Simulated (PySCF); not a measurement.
## Xenon: a sound run and one with changed settings

Sound run: Xe [Xe], Xe⁺ [Kr] 4d10 5s2 5p5. Computed with PySCF 2.14 in def2-TZVP with the def2 core potential (28 electrons), with a scalar-relativistic core potential. In the sound run the correlated levels freeze 4s2 4p6 4d10 outside the core potential. The sound run starts from symmetry-adapted Hartree-Fock orbitals and uses a fine grid where one is needed.

Changed run: all electrons correlated in a basis built for the valence shell.

| species | method | sound run (hartree) | changed run (hartree) | converged |
| --- | --- | --- | --- | --- |
| Xe | MP2 | -328.44335 | -328.91364 | yes |
| Xe⁺ | MP2 | -327.99284 | -328.45815 | yes |

Ionisation energy of Xe:

```csv
method,sound run (eV),changed run (eV)
UHF,11.466,11.466
MP2,12.259,12.394
SCS-MP2,12.187,12.283
```

A valence basis has no tight correlating functions, so it recovers only part of the core correlation, and not evenly between atom and ion.

For comparison, NIST gives 12.130 eV between the lowest levels.
